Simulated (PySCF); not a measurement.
# Worked example: entropy of an ideal gas

GaH2, SMILES [GaH2+], charge +1.

Coordinates come from a PBE-D3(BJ)/def2-TZVPD optimisation. The multiplicity is an assumed one; other spin states were not compared. The isomer is the one that the SMILES or the coordinates give; other isomers of the formula were not compared.

PBE-D3(BJ)/def2-TZVPD in PySCF gives the harmonic wavenumbers 659, 659, 2007, 2111 cm⁻¹ and the rotational temperature 5.0771 K. The molar mass is 71.74 g/mol, the symmetry number 2, the spin multiplicity 1.

### Question
Work out the entropy at 298.15 K and 1 atm in the rigid-rotor, harmonic-oscillator model.

### Answer

Translation (Sackur–Tetrode at 1 atm): S = R[1.5 ln M + 2.5 ln T − 1.16487] = 162.0 J/(mol K).
Rotation: q = T/(σ θ) = 29.4, S = R[ln q + 1] = 36.4 J/(mol K).
Vibration: with u = 1.4388 ν/T, each mode gives R[u/(e^u − 1) − ln(1 − e^−u)]:
```json
[
 {"ν (cm⁻¹)": "659", "modes": "2", "u": "3.18", "S (J/(mol K))": "3.00"},
 {"ν (cm⁻¹)": "2007", "modes": "1", "u": "9.69", "S (J/(mol K))": "0.01"}
]
```
The stiffer modes add less than 0.005 each. Sum 3.0 J/(mol K).
Spin: R ln 1 = 0.0 J/(mol K).
Total 201.5 J/(mol K); the program's own thermochemistry gives 201.5. Translation makes up 80 % and vibration 1 %. Anharmonicity, hindered rotation and orbital degeneracy are left out.
